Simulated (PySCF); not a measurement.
ClF3H2OSi2, SMILES [Si](F)(F)(O[SiH2]Cl)F.

Coordinates come from a PBE0-D3(BJ)/def2-SVP optimisation. This is a generated structure with no PubChem entry under its InChIKey; it may be hypothetical. One conformer was computed; it need not be the lowest.

Two levels are set side by side: PBE/def2-TZVP (PySCF) and HF/def2-TZVP (PySCF). Same geometry, gas phase. Differences are taken from unrounded values.

```json
[
 {"quantity": "orbital gap (eV)", "HF": "15.64"},
 {"quantity": "highest occupied level (eV)", "HF": "-12.72"},
 {"quantity": "lowest empty level (eV)", "HF": "2.92"},
 {"quantity": "dipole moment (D)", "HF": "2.33"},
 {"quantity": "mean polarisability (bohr³)", "HF": "50.8"}
]
```

Question: What does PBE give, and how far is it from HF? (The exact figures need the calculation; the answer reports its results.)

Answer: 
| quantity | PBE | PBE minus HF |
|---|---|---|
| orbital gap (eV) | 6.78 | -8.86 |
| highest occupied level (eV) | -7.96 | 4.76 |
| lowest empty level (eV) | -1.18 | -4.09 |
| dipole moment (D) | 1.98 | -0.35 |
| mean polarisability (bohr³) | 59.7 | 8.9 |

Without exact exchange PBE keeps part of each electron's self-repulsion, which lifts occupied levels and narrows the gap. Loosely held outer electrons make PBE densities more polarisable. Differences between two approximate levels are no errors against the true value.

Rough cost on one machine, each run with all the roots and properties that it gave: HF against PBE about 1/2.
